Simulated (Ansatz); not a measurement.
Species: sum formula TiO₃H₃ (charge +1, singlet). The spin state was set by rule; other spins were not relaxed. 
Geometry from a B3LYP-D3(BJ)/def2-TZVP (Ansatz, a program for electronic structure) optimisation:
```xyz
7

Ti     0.0778     0.1741     0.1081
O      1.4452    -0.2871    -0.8627
H      2.1619    -0.8828    -1.1215
O     -0.3264    -0.9058     1.4100
H     -0.9456    -1.4061     1.9596
O     -1.2681     0.8589    -0.7546
H     -1.7345     1.1299    -1.5575
```
Charge +1, spin multiplicity 1.

Basis-set convergence of Hartree-Fock and MP2 correlation energies (hartree) with Ansatz. Valence correlation only, unless marked. Spin-orbit coupling is left out. Frozen are the shells of the preceding noble gas and the d and f shells that filled before the atom's block. No relativistic terms.

The T1 diagnostic of CCSD in the largest basis is 0.027, which is high, so the coupled-cluster rows are less sure than usual.

```
basis        functions        E(HF)  E(corr, MP2)
-----------  ---------  -----------  ------------
def2-SVPD          127  -1074.35419      -0.74215
def2-TZVPPD        238   (withheld)    (withheld)
```

Problem. Some entries are withheld; supply them.

Solution. 
- def2-TZVPPD, E(HF): -1074.73687
- def2-TZVPPD, E(corr, MP2): -0.88450
